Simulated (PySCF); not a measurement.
Results of a calculation; reference values are marked as such.
A d3 ion sits in a regular octahedral field with 10Dq = 6407 cm⁻¹, B = 910 cm⁻¹ and C = 3377 cm⁻¹.

Q: Which are the lowest 6 multiplets of ligand-field theory, and at what energies?

A: 
| state | E / cm⁻¹ | E/B | CASSCF root / cm⁻¹ |
| --- | --- | --- | --- |
| 4A2g | 0 | 0.0 | 0 |
| 4T2g | 6407 | 7.0 | 6159 |
| 4T1g | 10903 | 12.0 | 10562 |
| 2Eg | 15936 | 17.5 | 15752 |
| 2T1g | 16727 | 18.4 | 16507 |
| 2A1g | 20180 | 22.2 | 19791 |

Δ/B = 7.0 on the Tanabe–Sugano diagram. The parameters were fitted to the CASSCF roots of [VCl6]4-, shown in the last column; over these levels the model misses the roots by 262 cm⁻¹ rms. CASSCF lacks dynamic correlation, so its B and C lie well above those fitted to measured bands.
